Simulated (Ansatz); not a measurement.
Calculated with Ansatz (gas phase, PBE0-D4/def2-TZVP geometries, no zero-point term in ΔE). CBS: MP2 limit from def2 TZ/QZ plus the TZ coupled-cluster correction, frozen cores. This one scheme is used for every species. Functionals use def2-TZVPP. B3LYP here is the variant with VWN-RPA as its local correlation; programs differ in this. For Ge outer-core shells are correlated without core-valence functions, which leaves a few kJ/mol of doubt a bond. Scalar relativity is left out up to krypton. One conformer a species, not always the lowest.

Consider the ligand exchange at a Ge–N bond: `OB(F)[NH][GeH3]` + `N[SiH](O)F` → `O[SiH](F)[NH][GeH3]` + `NB(O)F`.

Task: Is it downhill or uphill in electronic energy at CCSD(T)/CBS, and by how much? (Best estimate.)

Result: The calculation gave: Uphill: ΔE = +1.5 kcal/mol.

Task: What do these levels give: r2SCAN-D4, B3LYP-D4, ωB97M-V, B2PLYP, PBE, PBE0, B3LYP, SCS-MP2/def2-TZVPP, CCSD(T)/def2-TZVPP, HF/def2-QZVPP, SCS-MP2/def2-QZVPP, CCSD/CBS(def2)? (An estimate is asked.)

Result: Computed: r2SCAN-D4 1.3, B3LYP-D4 1.2, ωB97M-V 1.5, B2PLYP 1.6, PBE 1.5, PBE0 1.4, B3LYP 1.7, SCS-MP2/def2-TZVPP 1.6, CCSD(T)/def2-TZVPP 1.5, HF/def2-QZVPP 1.5, SCS-MP2/def2-QZVPP 1.5, CCSD/CBS(def2) 1.5 kcal/mol.

Largest T1 diagnostic among the species: 0.012.
